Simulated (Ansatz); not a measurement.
C3H8OSi can be A, `O[SiH]1CCC1`, or B, `C=C([SiH3])OC`.

Computed with Ansatz on PBE0-D4/def2-TZVP structures; ΔE is electronic, products minus reactants. CBS: MP2 limit from def2 TZ/QZ plus the TZ coupled-cluster correction, frozen cores. Functionals use def2-TZVPP. B3LYP here is the variant with VWN-RPA as its local correlation; programs differ in this. One conformer a species, not always the lowest.

**Question.** Which is lower in electronic energy at CCSD(T)/CBS, and by how much? (An estimate is asked.)

**Answer.** The calculation gave: A, by 55.5 kcal/mol.

**Question.** Give E(B) − E(A) in kcal/mol with PBE-D4, ωB97M-V, PBE0-D4, B2PLYP, HF/def2-TZVPP, B3LYP-D4, r2SCAN-D4. (An estimate is asked.)

**Answer.** The calculation gave: PBE-D4 51.8, ωB97M-V 55.5, PBE0-D4 55.9, B2PLYP 52.0, HF/def2-TZVPP 49.1, B3LYP-D4 49.2, r2SCAN-D4 53.9. None reverses the order clearly.

Largest T1 diagnostic: 0.013.

In def2-TZVPP, CCSD(T) changes the Hartree–Fock value by +4.8 kcal/mol (the triples alone add −0.7 kcal/mol) and MP2 by +9.6 kcal/mol. From PBE to PBE0 (25 % exact exchange), in def2-TZVPP and without D4, E(B) − E(A) moves by +4.2 kcal/mol.
